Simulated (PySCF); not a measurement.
SMILES c1csc(c1)Cc1ccc[se]1 (GFN2-xTB optimised geometry):

```
19

C      1.652     0.014     0.007
C      1.144    -1.243     0.000
S     -0.576    -1.243     0.000
C     -0.612     0.489     0.000
C     -1.909     1.229     0.078
C     -2.241     1.478     1.520
C     -2.964     0.673     2.341
C     -3.056     1.112     3.686
C     -2.399     2.266     3.952
Se    -1.550     2.953     2.451
C      0.645     1.006     0.013
H      2.705     0.232     0.009
H      1.668    -2.178    -0.007
H     -2.705     0.638    -0.380
H     -1.817     2.178    -0.456
H     -3.435    -0.231     1.995
H     -3.607     0.567     4.433
H     -2.337     2.772     4.899
H      0.847     2.064     0.022
```

Computed with B3LYP/def2-SVP in PySCF.

Problem. What are the frontier orbital energies and the dipole moment?

Solution. HOMO-2 -6.60 eV, HOMO-1 -6.53 eV, HOMO -6.02 eV, LUMO -0.76 eV, LUMO+1 -0.08 eV; dipole moment 0.13 D.

Meta-Löwdin charges at B3LYP/def2-SVP: C1 -0.13, C2 -0.24, S3 0.24, C4 -0.09, C5 -0.17, C6 -0.11, C7 -0.14, C8 -0.12, C9 -0.25, Se10 0.27, C11 -0.15, H12 0.11, H13 0.12, H14 0.11, H15 0.11, H16 0.11, H17 0.11, H18 0.12, H19 0.11.
